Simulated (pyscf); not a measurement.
`[OH][Si]([OH])([Cl])[Cl]`, singlet

Gas-phase minimum from PySCF at ωB97X-D3(BJ)/def2-SVP, one conformer. 

```xyz
7

O     -0.6765     0.6287     1.1726
Si     0.0036    -0.6378     0.3952
O     -0.9573    -1.9561     0.5744
Cl     0.2251    -0.0971    -1.5551
Cl     1.8699    -1.0753     1.1271
H     -1.0400     0.4622     2.0492
H     -0.5984    -2.8192     0.3430
```
Charge 0, spin multiplicity 1.

Bonded distances (Å): O1–Si2 1.634, O1–H6 0.964, Si2–O3 1.641, Si2–Cl4 2.036, Si2–Cl5 2.052, O3–H7 0.963. Bond angles (°): Si2–O1–H6 117.1, O1–Si2–O3 109.1, O1–Si2–Cl4 107.2, O1–Si2–Cl5 112.0, O3–Si2–Cl4 112.4, O3–Si2–Cl5 108.8, Cl4–Si2–Cl5 107.4, Si2–O3–H7 118.4.

Properties at ωB97X-D3(BJ)/def2-SVP:

| Property | Value |
|---|---|
| Harmonic wavenumbers, unscaled | 120, 157, 200, 262, 279, 305, 333, 520, 630, 795, 798, 927, 1012, 3930, 3938 cm⁻¹ |
| Zero-point energy | 20.3 kcal/mol |
| Rotational symmetry number | 1 |
| Entropy of this conformer at 298 K and 1 atm, rigid rotor and harmonic oscillator, modes under 100 cm⁻¹ raised to 100 | 350.7 J/(mol K) |
| Dipole moment | 2.30 D |

Single-point totals, which compare only within one level (frozen core for MP2 and CC):

| level | total energy (hartree) |
|---|---|
| ωB97X-D3(BJ)/def2-TZVP | -1361.92784 |
| PBE/def2-TZVP | -1361.18538 |
| r²SCAN/def2-TZVP | -1361.71613 |
| B3LYP-D3(BJ)/def2-TZVP | -1361.92816 |
| PBE0-D3(BJ)/def2-TZVP | -1361.29341 |
| M06-2X/def2-TZVP | -1361.77125 |
| ωB97M-D3(BJ)/def2-TZVP | -1362.04988 |
| HF/def2-TZVPP | -1359.15816 |
| MP2/def2-TZVPP | -1360.12734 |
| CCSD/def2-TZVPP | -1360.16264 |
| CCSD(T)/def2-TZVPP | -1360.20218 |

Soft torsions are taken as harmonic, which can shift the entropy by several J/(mol K). The CCSD(T) − MP2 part came from Ansatz, without density fitting, on the same reference.
